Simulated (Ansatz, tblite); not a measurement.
Cost and result up the ladder for Si(OAc)H3 (C2H6O2Si) (11 atoms). Total charge 0; singlet. Geometry: r2SCAN-D4/def2-SVP.

```xyz
11

Si    0.727   -0.608   -1.767
O     0.211   -0.670   -0.126
C    -0.255    0.485    0.394
C    -0.678    0.344    1.825
O    -0.303    1.501   -0.264
H    -1.067    1.299    2.198
H     0.181    0.020    2.432
H    -1.443   -0.442    1.910
H     1.868    0.330   -1.922
H    -0.408   -0.254   -2.658
H     1.167   -2.005   -2.022
```

Ansatz on 4 threads of Arm Neoverse V2 on a shared host; xTB runs through tblite on one thread. Times are rough, summed over both states, and most runs start from the orbitals of an earlier one. PBE0-D4/def2-TZVP serves as the yardstick here, not as an exact answer. The other state is a triplet.

The xTB rows come from tblite.

xTB has no spin-polarisation term.

```json
{"level": "GFN2-xTB", "functions": "31", "wall time": "0.008 s"}
{"level": "GFN1-xTB", "functions": "37", "wall time": "0.012 s"}
{"level": "PBE-D4/def2-TZVP", "functions": "197", "wall time": "3.9 s"}
{"level": "PBE0-D4/def2-TZVP (with forces)", "functions": "197", "wall time": "6.6 s"}
{"level": "r2SCAN-D4/def2-TZVP", "functions": "197", "wall time": "8.7 s"}
```

(1) Estimate what each level gives for the vertical triplet (eV).

Results:

(1) 
```
                          level  vertical triplet (eV)  difference from PBE0-D4/def2-TZVP (eV)
                       GFN2-xTB                   5.24                                    0.04
                       GFN1-xTB                   5.80                                    0.60
               PBE-D4/def2-TZVP                   5.25                                    0.06
PBE0-D4/def2-TZVP (with forces)                   5.20                                    0.00
            r2SCAN-D4/def2-TZVP                   5.13                                   -0.06
```
